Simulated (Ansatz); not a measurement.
CH6N2Si can be A, `N=C(N)[SiH3]`, or B, `C=N[SiH2]N`.

Calculated with Ansatz (gas phase, PBE0-D4/def2-TZVP geometries, no zero-point term in ΔE). CBS: MP2 limit from def2 TZ/QZ plus the TZ coupled-cluster correction, frozen cores. DFT in def2-TZVPP. One conformer a species, not always the lowest.

Which isomer does CCSD(T)/CBS put lower? Give the gap. (Best estimate.)

The calculation gave: B, by 27.2 kcal/mol.

Give E(B) − E(A) in kcal/mol with ωB97M-V, CCSD/def2-TZVPP, LDA (SPW92), BLYP-D4, B2PLYP, PBE-D4, CCSD(T)/def2-SVP. (Estimate.)

Computed: ωB97M-V -25.9, CCSD/def2-TZVPP -27.6, LDA (SPW92) -18.2, BLYP-D4 -23.0, B2PLYP -26.2, PBE-D4 -20.2, CCSD(T)/def2-SVP -20.6. None reverses the order clearly.

Does the order hold for the free energy at 298.15 K (harmonic terms from PBE0-D4)? (Estimate.)

Computed: Yes: G(B) − G(A) = -26.3 kcal/mol, for one conformer each. Modes under 60 cm⁻¹, often nearly free rotors, make the harmonic entropy too high.

Largest T1 diagnostic: 0.014.

At CCSD(T), def2-SVP lies +6.7 kcal/mol from the extrapolated value and def2-TZVPP +0.5 kcal/mol. From BLYP to BHLYP (50 % exact exchange), in def2-TZVPP and without D4, E(B) − E(A) moves by −4.1 kcal/mol.
